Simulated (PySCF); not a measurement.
Te(GeH3)(OSiH3) (GeH6OSiTe), SMILES [SiH3]O[Te][GeH3]. The structure is a stationary point at PBE-D3(BJ)/def2-SVP. This is a generated structure with no PubChem entry under its InChIKey; it may be hypothetical. The def2 effective core potentials stand for the cores of Te; spin–orbit coupling is left out. The values are those of a single conformer.

Computed equilibrium geometry at PBE-D3(BJ)/def2-SVP (PySCF confirms it by a frequency run) as a Z-matrix (one conformer of several):
```
O
Si 1 1.6933
H 2 1.5027 1 105.22
H 2 1.5069 3 109.68 1 -120.73
H 2 1.5080 3 109.68 4 -118.89
Te 1 2.0498 2 117.65 3 -179.73
Ge 6 2.5888 1 93.01 2 -93.52
H 7 1.5491 6 109.94 1 -63.49
H 7 1.5491 8 110.19 6 -120.56
H 7 1.5520 8 110.47 9 -122.50
```
Charge 0, spin multiplicity 1.
